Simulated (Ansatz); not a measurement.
CH7NSi2, SMILES `C1N[SiH2][SiH2]1`. The species carries charge 0 and has multiplicity 1.

```xyz
11

C     0.1430    0.7492   -0.9556
N     1.1236   -0.1668   -0.3655
Si    0.4353   -1.0108    0.9759
Si   -1.3039    0.3485    0.2405
H     0.4555    1.7993   -0.9104
H    -0.0902    0.5129   -2.0007
H     2.0431   -0.2113   -0.7738
H     0.3545   -2.4953    0.8326
H     1.0881   -0.7663    2.2968
H    -1.7532    1.4966    1.0733
H    -2.4959   -0.2560   -0.4129
```

(1) Give the diagnostics of a CCSD(T)/def2-TZVPP run (frozen core, Ansatz 0.2.0). (Estimate.)

Results:

(1) Computed: T1 = 0.0120, largest single amplitude 0.019, largest double 0.030, (T) share of the correlation energy 3.9 %, 9 CCSD cycles. The RHF solution is stable towards an unrestricted one. T1 lies under the customary mark of 0.02 for closed shells.
